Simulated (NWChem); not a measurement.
GeNH₄O₂F; SMILES [OH][Ge]([F])([NH2])[OH]

```xyz
9

N     -0.9154    -1.3983     0.6828
Ge    -0.0184     0.0045     0.0052
O      0.6725     1.0911     1.1978
O     -0.9850     1.0243    -1.0390
F      1.2900    -0.7043    -0.8863
H     -1.8996    -1.2353     0.8734
H     -0.8016    -2.2532     0.1454
H      1.2115     0.6323     1.8517
H     -0.6246     1.9162    -1.1091
```
Atoms are numbered in this order, from 1.

All runs: NWChem. The geometry was optimised at PBE0/def2-SVP. Level M06-2X/def2-SVP: energy and gradient on several grids; changes count from the extra-fine grid, which is no exact limit either.

```json
[
 {"grid": "xcoarse", "size of the energy change (μHa)": "300", "largest change of a gradient component (μHa/bohr)": "3000", "time, medium = 1 (rough)": "0.4"},
 {"grid": "coarse", "size of the energy change (μHa)": "500", "largest change of a gradient component (μHa/bohr)": "700", "time, medium = 1 (rough)": "about 1"},
 {"grid": "medium", "size of the energy change (μHa)": "< 10", "largest change of a gradient component (μHa/bohr)": "300", "time, medium = 1 (rough)": "about 1"},
 {"grid": "fine", "size of the energy change (μHa)": "< 10", "largest change of a gradient component (μHa/bohr)": "30", "time, medium = 1 (rough)": "about 1"},
 {"grid": "xfine", "size of the energy change (μHa)": "< 10", "largest change of a gradient component (μHa/bohr)": "< 30", "time, medium = 1 (rough)": "2"}
]
```
